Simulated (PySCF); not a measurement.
Dipole response of Ta (tantalum, neutral)

[Xe] 4f14 5d3 6s2, high-spin 4F determinant. Computed with PySCF 2.14 in aug-cc-pwCVTZ-PP with ECP60MDF, with scalar relativity through the core potential. Coupled (time-dependent) response in atomic units; α is the mean over directions.

```csv
method,mean α (bohr³),C₆ (like pair),S(−4)
B97-3,86.63,1128,2847
```

S(−4) is the Cauchy moment in α(ω) = α(0) + S(−4) ω² + …

Reference α: 74 ± 20 bohr³ (recommended; Schwerdtfeger and Nagle, table of static dipole polarizabilities (2023 update)). Published C₆: 887.0 (Gould and Bucko (2016)).

Spin-orbit coupling is absent.

α(iu) at B97-3:

| u (hartree) | α(iu) (bohr³) |
| --- | --- |
| 0 | 86.63 |
| 0.0500 | 80.17 |
| 0.100 | 66.29 |
| 0.200 | 41.59 |
| 0.300 | 27.55 |
| 0.500 | 15.00 |
| 0.750 | 8.948 |
| 1.00 | 6.132 |
| 1.50 | 3.517 |
| 2.00 | 2.309 |
| 3.00 | 1.213 |
| 5.00 | 0.4971 |

A single London oscillator, α(iu) = α/(1 + u²/ω²), gives C₆ = (3/4) ω α². Matching the computed C₆ needs ω = 4 × 1128 / (3 × 86.63²) = 0.200 hartree.

Energies and moments cover only the electrons outside the core potential. Spin-orbit coupling, absent here, splits the open shell strongly.
